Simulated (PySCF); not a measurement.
# Sb⁺ (antimony, charge +1) across methods

[Kr] 4d10 5s1 5p2 6s1, high-spin 5P determinant (an excited configuration). Computed with PySCF 2.14 in aug-cc-pVTZ-DK3 (8s7p5d2f, 68 functions), with the spin-free X2C one-electron Hamiltonian (Gaussian nucleus). The B2PLYP total includes its PT2 part (frozen core); its orbital energies are those of the SCF part.

```json
{"method": "PBE", "E (hartree)": "-6479.17", "mean ε 5s α (eV)": "-25.360", "mean ε 5p α (eV)": "-16.113", "mean ε 6s α (eV)": "-6.630", "Σ⟨r²⟩ (bohr²)": "67.14", "⟨S²⟩": "6.001"}
{"method": "LDA", "E (hartree)": "-6473.37", "mean ε 5s α (eV)": "-25.746", "mean ε 5p α (eV)": "-16.321", "mean ε 6s α (eV)": "-6.761", "Σ⟨r²⟩ (bohr²)": "67.81", "⟨S²⟩": "6.001"}
{"method": "UHF", "E (hartree)": "-6476.89224", "mean ε 5s α (eV)": "-31.917", "mean ε 5p α (eV)": "-20.639", "mean ε 6s α (eV)": "-7.938", "Σ⟨r²⟩ (bohr²)": "71.53", "⟨S²⟩": "6.003"}
{"method": "wB97X", "E (hartree)": "-6479.80", "mean ε 5s α (eV)": "-29.797", "mean ε 5p α (eV)": "-19.545", "mean ε 6s α (eV)": "-8.101", "Σ⟨r²⟩ (bohr²)": "70.17", "⟨S²⟩": "6.001"}
{"method": "PBE0", "E (hartree)": "-6479.26", "mean ε 5s α (eV)": "-27.198", "mean ε 5p α (eV)": "-17.403", "mean ε 6s α (eV)": "-7.053", "Σ⟨r²⟩ (bohr²)": "68.14", "⟨S²⟩": "6.001"}
{"method": "B3LYP", "E (hartree)": "-6479.66", "mean ε 5s α (eV)": "-26.834", "mean ε 5p α (eV)": "-17.066", "mean ε 6s α (eV)": "-6.904", "Σ⟨r²⟩ (bohr²)": "68.53", "⟨S²⟩": "6.001"}
```

Q: Estimate the same row for B2PLYP.

A: E (hartree) = -6478.91; mean ε 5s α (eV) = -28.922; mean ε 5p α (eV) = -18.490; mean ε 6s α (eV) = -7.268; Σ⟨r²⟩ (bohr²) = 70.02; ⟨S²⟩ = 6.001.

⟨L²⟩ = 3.29 against 2 for a pure P term, so this real determinant mixes terms. The outer electron is Rydberg-like, and this basis confines it to a smaller radius and binds it less than a complete one would.
